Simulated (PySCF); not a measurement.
C5H8OS.
SMILES: `C=C/C=C\[S@@](C)=O`

Torsions of this conformer, `[CH2:1]=[CH:2]/[CH:3]=[CH:4]\[S@@:5]([CH3:6])=[O:7]`: C1–C2–C3–C4 -177°, C3–C4–S5–C6 111°.

The closed-shell ground state was solved at several levels (PySCF, density fitting, gas phase, non-relativistic). Geometry: PBE0-D3(BJ)/def2-SVP, one conformer, isolated molecule.

```tsv
level	basis functions	total energy (Eh)	HOMO (eV)	LUMO (eV)	gap (eV)	dipole (D)
wB97X-D/pcSseg-1	166	-668.5163	-8.38	0.09	8.47	4.57
PBE0/pcSseg-1	166	-668.1569	-6.54	-1.62	4.92	4.42
```

**Question.** Estimate the row for CAM-B3LYP/def2-SVPD, a basis of 214 functions; the other rows only guide the guess.

**Answer.** Total energy -668.2281 Eh, HOMO -8.00 eV, LUMO -0.57 eV, gap 7.43 eV, dipole 4.72 D.

**Question.** Over all these levels, which gives the widest orbital gap and which the narrowest?

**Answer.** wB97X-D/pcSseg-1 (range-separated hybrid) has the widest, 8.47 eV, and PBE0/pcSseg-1 (global hybrid, 25 % exact exchange) the narrowest, 4.92 eV. The two share the basis. From the narrowest to the widest the HOMO moves by -1.84 eV and the LUMO by +1.71 eV.

**Question.** How far do the dipole and the HOMO energy spread over the levels?

**Answer.** The dipole runs from 4.42 to 4.72 D (mean 4.57 D) and the HOMO from -8.38 to -6.54 eV.

wB97X-D is run here without its empirical dispersion term; that term would change no orbital, density or response property at a fixed geometry.
